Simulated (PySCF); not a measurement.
C6H9NS.
SMILES with atom numbers: `[CH3:1][CH2:2][CH2:3][c:4]1[cH:5][n:6][cH:7][s:8]1` (hydrogens: H9, H10, H11 on C1; H12, H13 on C2; H14, H15 on C3; H16 on C5; H17 on C7)

The same species was optimised twice, with GFN2-xTB and with PBE0-D3(BJ)/def2-SVP (PySCF), and the same property calculations (PySCF, gas phase) were run on both structures.

| coordinate | GFN2-xTB | PBE0-D3(BJ)/def2-SVP | change |
| --- | --- | --- | --- |
| N6–C7 (Å) | 1.279 | 1.294 | +0.015 |
| C5–N6 (Å) | 1.354 | 1.365 | +0.011 |
| C4–C5 (Å) | 1.362 | 1.372 | +0.010 |
| C3–C4 (Å) | 1.487 | 1.493 | +0.006 |
| C7–S8 (Å) | 1.738 | 1.733 | -0.005 |
| C4–S8 (Å) | 1.736 | 1.732 | -0.004 |
| C1–C2 (Å) | 1.523 | 1.519 | -0.004 |
| C2–C3 (Å) | 1.534 | 1.531 | -0.003 |
| C2–C3–C4 (°) | 111.9 | 114.2 | +2.3 |
| C1–C2–C3 (°) | 111.9 | 113.6 | +1.7 |
| C4–S8–C7 (°) | 88.3 | 89.4 | +1.1 |
| C5–N6–C7 (°) | 111.6 | 110.7 | -0.9 |
| C5–C4–S8 (°) | 109.1 | 108.4 | -0.7 |
| C4–C5–N6 (°) | 115.9 | 116.6 | +0.7 |
| C3–C4–S8 (°) | 121.8 | 122.5 | +0.7 |
| N6–C7–S8 (°) | 115.1 | 115.0 | -0.1 |
| C1–C2–C3–C4 (°) | -64 | -60 | +4 |
| C2–C3–C4–C5 (°) | 112 | 118 | +6 |

Rotational constants: A = 3290, B = 1223, C = 1084 MHz (GFN2-xTB) against A = 3310, B = 1190, C = 1073 MHz (PBE0-D3(BJ)/def2-SVP). Point groups within 0.08 Å: C1 and C1.

On the GFN2-xTB structure: lowest singlet, TDDFT (eV) 5.46 [wB97X-D/def2-SVPD]; isotropic polarisability (au) 91.8 [wB97X-D/def2-SVPD]; HOMO (eV) -8.85 [wB97X-D/def2-SVPD]; LUMO (eV) 0.97 [wB97X-D/def2-SVPD]; dipole (D) 2.09 [wB97X-D/def2-SVPD].

**Question.** What do these properties become on the PBE0-D3(BJ)/def2-SVP structure?

**Answer.** 
```csv
property,level,on GFN2-xTB,on PBE0-D3(BJ)/def2-SVP,change
"lowest singlet, TDDFT (eV)",wB97X-D/def2-SVPD,5.46,5.49,+0.03
isotropic polarisability (au),wB97X-D/def2-SVPD,91.8,93.2,+1.4
HOMO (eV),wB97X-D/def2-SVPD,-8.85,-8.84,+0.01
LUMO (eV),wB97X-D/def2-SVPD,0.97,0.94,-0.03
dipole (D),wB97X-D/def2-SVPD,2.09,2.18,+0.09
"energy, GFN2-xTB geometry as zero (kcal/mol)",wB97X-D/def2-SVPD,0.0,-1.3,-1.3
```

The heavy atoms differ by 0.074 Å rms after alignment. Among bonds between heavy atoms N6–C7 changes most (+0.015 Å). Changes are differences of the printed values. Neither structure is proved a minimum here.

Shape of the structure used: `[CH3:1][CH2:2][CH2:3][c:4]1[cH:5][n:6][cH:7][s:8]1`: C1–C2–C3–C4 -60°, C2–C3–C4–C5 118°.

Note: wB97X-D ran without an empirical dispersion term, which enters the total energy and its gradient alone.
